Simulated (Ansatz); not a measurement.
CH$_{2}$FNSSi (`FC1=N[SiH2]S1`), 7 atoms. Charge 0, multiplicity 1. All runs use 4 threads of a server CPU on a shared host. Correlated methods freeze the cores.

(1) How many basis functions does each run have, and how long does it take in Ansatz? RKS PBE0-D4/def2-QZVPP energy; RKS PBE0-D4/def2-TZVP frequencies; RKS ωB97M-V/def2-SVP energy; RHF-CCSD(T)/def2-SVP energy; RKS HSE06 (plane-wave form)-D4/def2-TZVPP energy; RHF-MP2/def2-QZVPP energy; RKS ωB97M-V/def2-QZVPP energy; RKS CAM-B3LYP-D4/def2-TZVPP energy; RKS B97M-V/def2-TZVPP energy; RKS PBE0-D4/def2-TZVP relaxation (7 steps); RHF-CCSD(T)/def2-TZVPP energy; direct RPA on PBE orbitals/def2-TZVPP energy. (Best estimate.)

## Answers

(1) Computed: Other jobs shared the machine, so times are rough.

```json
{"level": "RHF-CCSD(T)/def2-SVP", "job": "energy", "functions": "88", "wall time": "2.1 s", "peak host memory (GiB)": "0.28"}
{"level": "RKS HSE06 (plane-wave form)-D4/def2-TZVPP", "job": "energy", "functions": "205", "wall time": "2.5 s", "peak host memory (GiB)": "0.49"}
{"level": "RKS CAM-B3LYP-D4/def2-TZVPP", "job": "energy", "functions": "205", "wall time": "2.5 s", "peak host memory (GiB)": "0.51"}
{"level": "direct RPA on PBE orbitals/def2-TZVPP", "job": "energy", "functions": "205", "wall time": "3.5 s", "peak host memory (GiB)": "0.41"}
{"level": "RKS ωB97M-V/def2-SVP", "job": "energy", "functions": "88", "wall time": "3.6 s", "peak host memory (GiB)": "0.25"}
{"level": "RKS PBE0-D4/def2-QZVPP", "job": "energy", "functions": "371", "wall time": "5.5 s", "peak host memory (GiB)": "1.1"}
{"level": "RKS B97M-V/def2-TZVPP", "job": "energy", "functions": "205", "wall time": "6.5 s", "peak host memory (GiB)": "0.32"}
{"level": "RHF-MP2/def2-QZVPP", "job": "energy", "functions": "371", "wall time": "12 s", "peak host memory (GiB)": "1.7"}
{"level": "RKS ωB97M-V/def2-QZVPP", "job": "energy", "functions": "371", "wall time": "14 s", "peak host memory (GiB)": "1.3"}
{"level": "RKS PBE0-D4/def2-TZVP", "job": "relaxation (7 steps)", "functions": "179", "wall time": "22 s", "peak host memory (GiB)": "0.43"}
{"level": "RHF-CCSD(T)/def2-TZVPP", "job": "energy", "functions": "205", "wall time": "54 s", "peak host memory (GiB)": "2.6"}
{"level": "RKS PBE0-D4/def2-TZVP", "job": "frequencies", "functions": "179", "wall time": "83 s", "peak host memory (GiB)": "0.43"}
```
